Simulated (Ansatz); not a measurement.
Start from `ClB[TeH]` and change one element to get `OBCl`.

Ansatz, PBE0-D4/def2-TZVP geometries, multiplicity 1. Each molecule was computed in one conformer, which needn't be the lowest.

Elements past krypton have def2 core potentials.

| property | `ClB[TeH]` |
| --- | --- |
| HOMO–LUMO gap (PBE/def2-TZVPP) / eV | 3.66 |
| ideal-gas entropy at 298 K and 1 bar (rigid rotor, harmonic PBE0-D4/def2-TZVP) / J/(mol·K) | 303 |
| HOMO energy (PBE0/def2-TZVPP) / eV | -7.13 |
| HOMO energy (B3LYP/def2-TZVPP) / eV | -6.91 |
| HOMO–LUMO gap (B3LYP/def2-TZVPP) / eV | 5.11 |
| HOMO energy (ωB97M-V/def2-TZVPP) / eV | -9.14 |

Problem. Give the same properties after the change, and the shifts. (An estimate is asked.)

Solution. Ansatz gave: 
```tsv
property	`OBCl`	shift
HOMO–LUMO gap (PBE/def2-TZVPP) / eV	6.31	2.65
ideal-gas entropy at 298 K and 1 bar (rigid rotor, harmonic PBE0-D4/def2-TZVP) / J/(mol·K)	265	-38
HOMO energy (PBE0/def2-TZVPP) / eV	-9.15	-2.02
HOMO energy (B3LYP/def2-TZVPP) / eV	-8.88	-1.97
HOMO–LUMO gap (B3LYP/def2-TZVPP) / eV	8.26	3.15
HOMO energy (ωB97M-V/def2-TZVPP) / eV	-11.45	-2.31
```

With PBE0 the HOMO falls by 2.02 eV and the LUMO rises by 1.26 eV, so the gap widens by about 3.28 eV. PBE moves the HOMO by -1.55 eV and ωB97M-V by -2.31 eV.

B3LYP here is the variant with VWN-RPA as its local correlation; programs differ in this.

Spin–orbit coupling is left out; it splits and shifts lone-pair levels of the heavy atoms by tenths of an eV.
